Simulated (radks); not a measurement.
Spherical jellium clusters: N electrons in a uniform positive sphere of charge N and radius rs N^(1/3), rs = 2.49 bohr. Method: non-relativistic Kohn-Sham, PBEsol, spin-polarised, spherical densities; computed with a radial shooting solver with Libxc functionals. Levels are named by radial order and angular momentum (1s, 1p, 1d, 2s, ...), and open shells are averaged over m. At N = 27 the configuration is 1s2 1p6 1d10 2s2 1f(up 7, down 0). The background grows by one charge. Does electron 28 go into 1f down or 2p down or 2p up?

Answer. Into 1f down. The total energies of the other choices lie higher by 0.225 eV (2p up), 0.622 eV (2p down).
